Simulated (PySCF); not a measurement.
SMILES C#CCCl (C3H3Cl), PBE/def2-SVP optimised geometry. Atoms within 1.6 Å of the plane z = 0.0 Å (x, y, z in Å): C1 (1.15, -0.60, 0.00), C2 (-0.07, -0.58, 0.00), C3 (-1.52, -0.58, 0.00), Cl4 (-2.23, 1.09, 0.00), H5 (2.23, -0.61, 0.00), H6 (-1.92, -1.09, 0.90), H7 (-1.92, -1.09, -0.90).

Computed with PySCF with PBE/def2-TZVP. Cells within 0.4 Å of a nucleus heavier than hydrogen are left out (blank, or x).

Map of the HOMO−1 amplitude (bohr^(-3/2)) on the plane z = 0.0 Å; orbital energy -7.01 eV, overall sign arbitrary:

```
|444444444444444444444444444|
|444444444444444444444444444|
|444444444444444444444444444|
|444444444444444444444444444|
|444444444444444444444444444|
|444444444444444444444444444|
|444444444444444444444444444|
|444333445554444444444444444|
|443322356654444444444444444|
|443311xx8755444444444444444|
|443210xx8754433333344444444|
|443321367654333233334444444|
|443332356543211112333444444|
|444333445432000000233444444|
|44444444xx32xx11xx234444444|
|44444444xx44xx66xx444444444|
|444444444445798898654444444|
|444444444455677777654444444|
|444444444445566666554444444|
|444444444445555555544444444|
|444444444444455555444444444|
|444444444444444444444444444|
|444444444444444444444444444|
|444444444444444444444444444|
|444444444444444444444444444|
|444444444444444444444444444|
|444444444444444444444444444|
```
Scale: ten equal steps from -0.191 (start of '0') to 0.234 (end of '9'), in the order '0123456789'; x runs from -4.50 to 4.50, y from -4.50 (bottom) to 4.50 (top).
